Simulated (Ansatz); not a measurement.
`[SH][GeH]1[CH2][NH]1` and `[CH2]1[NH][GeH2]1` differ in one atom or group.

Ansatz, PBE0-D4/def2-TZVP geometries, multiplicity 1. Each molecule was computed in one conformer, which needn't be the lowest.

Scalar relativity is left out up to krypton.

```json
{"property": "LUMO energy (ωB97M-V/def2-TZVPP) / eV", "`[SH][GeH]1[CH2][NH]1`": "1.52"}
{"property": "HOMO energy (PBE0/def2-TZVPP) / eV", "`[SH][GeH]1[CH2][NH]1`": "-6.38"}
{"property": "LUMO energy (PBE0/def2-TZVPP) / eV", "`[SH][GeH]1[CH2][NH]1`": "-0.38"}
{"property": "HOMO–LUMO gap (ωB97M-V/def2-TZVPP) / eV", "`[SH][GeH]1[CH2][NH]1`": "10.04"}
{"property": "size of the dipole moment (PBE/def2-TZVPP) / D", "`[SH][GeH]1[CH2][NH]1`": "1.57"}
{"property": "size of the dipole moment (ωB97M-V/def2-TZVPP) / D", "`[SH][GeH]1[CH2][NH]1`": "1.64"}
```

**Question.** Give the same properties after the change, and the shifts. (Best estimate.)

**Answer.** Computed: 
```json
{"property": "LUMO energy (ωB97M-V/def2-TZVPP) / eV", "`[CH2]1[NH][GeH2]1`": "1.75", "shift": "0.23"}
{"property": "HOMO energy (PBE0/def2-TZVPP) / eV", "`[CH2]1[NH][GeH2]1`": "-6.40", "shift": "-0.02"}
{"property": "LUMO energy (PBE0/def2-TZVPP) / eV", "`[CH2]1[NH][GeH2]1`": "-0.06", "shift": "0.32"}
{"property": "HOMO–LUMO gap (ωB97M-V/def2-TZVPP) / eV", "`[CH2]1[NH][GeH2]1`": "10.33", "shift": "0.29"}
{"property": "size of the dipole moment (PBE/def2-TZVPP) / D", "`[CH2]1[NH][GeH2]1`": "1.41", "shift": "-0.16"}
{"property": "size of the dipole moment (ωB97M-V/def2-TZVPP) / D", "`[CH2]1[NH][GeH2]1`": "1.62", "shift": "-0.02"}
```

Dipoles are sizes alone; their direction can turn.
